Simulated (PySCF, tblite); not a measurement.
Isomers of C3H6NO3S (doublet state), one GFN2-xTB conformer each. Single-point energies are computed at B3LYP/pcH-1 (PySCF, gas phase, no added dispersion term), electronic only. GFN2-xTB treats the open shell by occupation alone, and not every SCF solution was tested for stability.

```csv
SMILES,GFN2-xTB relative energy (kcal/mol)
[CH2]S(=O)(=O)CC(N)=O,0.0
CS(=O)(=O)CC([NH])=O,3.2
```

Conformers: `[CH2:1][S:2](=[O:3])(=[O:4])[CH2:5][C:6]([NH2:7])=[O:8]` (doublet state) with H–C1–S2–O3 7° and 171°, C1–S2–C5–C6 -50°, S2–C5–C6–N7 -121°, C5–C6–N7–H 5° and 171°; `[CH3:1][S:2](=[O:3])(=[O:4])[CH2:5][C:6]([NH:7])=[O:8]` (doublet state) with C1–S2–C5–C6 31°, S2–C5–C6–N7 -109°, C5–C6–N7–H 180°.

Task: What does B3LYP/pcH-1 give for the same structures?

Result: 
```tsv
SMILES	B3LYP/pcH-1 E (Eh)	B3LYP/pcH-1 (kcal/mol)	GFN2-xTB (kcal/mol)	point group
[CH2]S(=O)(=O)CC(N)=O	-796.43925	0.0	0.0	C1
CS(=O)(=O)CC([NH])=O	-796.42677	7.8	3.2	C1
```

Both levels put the same isomer lowest. 

Task: What happens when harmonic zero-point energies from GFN2-xTB frequencies are added?

Result: 
```tsv
SMILES	ZPE (kcal/mol)	electronic (kcal/mol)	with ZPE (kcal/mol)
[CH2]S(=O)(=O)CC(N)=O	59.3	0.0	0.0
CS(=O)(=O)CC([NH])=O	59.2	7.8	7.7
```

The zero-point energies span 0.1 kcal/mol. The order is unchanged.
